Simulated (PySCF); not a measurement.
Be(Me) (CH3Be), SMILES [Be+][CH3], charge +1. Heavy atoms are numbered as in [Be+:1][CH3:2]. Hydrogens are named by the atom that carries them.

Coordinates come from a B3LYP-D3(BJ)/def2-TZVPD optimisation. The spin state was assumed, not searched. The isomer is the one that the SMILES or the coordinates give; other isomers of the formula were not compared.

Level of theory: PBE0/def2-TZVPD (PySCF).

ESP charges are fitted to the potential on shells at 1.4 to 2.0 van der Waals radii. Atomic charges (e), one atom of each kind:

```csv
atom,meta-Löwdin,ESP fit
Be1,1.35,1.42
C2 (CH3),-0.91,-2.04
H on C2,0.18,0.54
```
